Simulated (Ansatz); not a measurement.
def2 core potentials replace the inner electrons of Sn.

Species: C₈H₁₈O₃Sn, SMILES `C1CCC[CH]1[Sn]([O]C)([O]C)[O]C` (charge 0, multiplicity 1), formula C8H18O3Sn.

### Question
How many basis functions does frozen-core CCSD(T)/def2-SVP // PBE0-D3(BJ)/def2-SVP run with Ansatz (a program for electronic structure) use, how many core orbitals are frozen, and how many electrons are correlated?

### Answer
270 basis functions and 15 frozen orbitals, which leaves 82 correlated electrons (filled d shells below the valence shell are correlated). Core time is of the order of minutes.
